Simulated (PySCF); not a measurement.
# Correlation energy of Ag²⁺ (silver, charge +2)

[Kr] 4d8 5p1, one real determinant (an excited configuration). Calculation: PySCF 2.14, in x2c-TZVPPall (8s6p6d2f1g, 79 functions); the spin-free X2C one-electron Hamiltonian (Gaussian nucleus). Frozen: [Kr]; 9 electrons correlated.

| level | correlation energy (mhartree) |
| --- | --- |
| CCSD | -234.27 |
| (T) | -5.99 |
| CCSD(T) | -240.26 |

Diagnostics: T1 = 0.0075, D1 = 0.0305, largest double amplitude 0.045.

The real determinant used has ⟨L²⟩ near 14 against 20 for a pure G term, so it mixes terms.

Cost of the coupled-cluster step: roughly 11 core-seconds, for 9 correlated electrons.

Iterations:

```
CC2 = 0
CCSD nocc = (np.int64(6), np.int64(3)), nmo = (61, 61)
frozen orbitals [[0, 1, 2, 3, 4, 5, 6, 7, 8, 9, 10, 11, 12, 13, 14, 15, 16, 17], [0, 1, 2, 3, 4, 5, 6, 7, 8, 9, 10, 11, 12, 13, 14, 15, 16, 17]]
max_cycle = 100
direct = 0
conv_tol = 1e-08
conv_tol_normt = 1e-06
diis_space = 8
diis_start_cycle = 0
Init t2, MP2 energy = -0.235580496287113
Init E_corr(UCCSD) = -0.235580496291176
cycle = 1  E_corr(UCCSD) = -0.231926499865182  dE = 0.00365399643  norm(t1,t2) = 0.0283268
cycle = 2  E_corr(UCCSD) = -0.233219887158319  dE = -0.00129338729  norm(t1,t2) = 0.0125389
cycle = 3  E_corr(UCCSD) = -0.23386448020029  dE = -0.000644593042  norm(t1,t2) = 0.0085845
cycle = 4  E_corr(UCCSD) = -0.233907420165528  dE = -4.29399652e-05  norm(t1,t2) = 0.00639814
cycle = 5  E_corr(UCCSD) = -0.234103959313881  dE = -0.000196539148  norm(t1,t2) = 0.11018
cycle = 6  E_corr(UCCSD) = -0.234190476433716  dE = -8.65171198e-05  norm(t1,t2) = 0.00286063
cycle = 7  E_corr(UCCSD) = -0.234257939528075  dE = -6.74630944e-05  norm(t1,t2) = 0.00132107
cycle = 8  E_corr(UCCSD) = -0.234246219190201  dE = 1.17203379e-05  norm(t1,t2) = 0.000843051
cycle = 9  E_corr(UCCSD) = -0.234252598304157  dE = -6.37911396e-06  norm(t1,t2) = 0.000653474
cycle = 10  E_corr(UCCSD) = -0.234268117238098  dE = -1.55189339e-05  norm(t1,t2) = 0.000309616
cycle = 11  E_corr(UCCSD) = -0.234265269203476  dE = 2.84803462e-06  norm(t1,t2) = 0.000106821
cycle = 12  E_corr(UCCSD) = -0.234266056186714  dE = -7.86983238e-07  norm(t1,t2) = 3.83857e-05
cycle = 13  E_corr(UCCSD) = -0.234266319258511  dE = -2.63071797e-07  norm(t1,t2) = 6.11369e-06
cycle = 14  E_corr(UCCSD) = -0.234266353359902  dE = -3.41013914e-08  norm(t1,t2) = 1.22216e-05
cycle = 15  E_corr(UCCSD) = -0.234266437297652  dE = -8.39377498e-08  norm(t1,t2) = 4.47371e-05
cycle = 16  E_corr(UCCSD) = -0.234266429908227  dE = 7.38942474e-09  norm(t1,t2) = 9.14032e-07
UCCSD converged
E(UCCSD) = -5311.575264313995  E_corr = -0.2342664299082274
UCCSD(T) correction = -0.00598807523230204
```

The reference is one real determinant that mixes LS terms of this configuration.
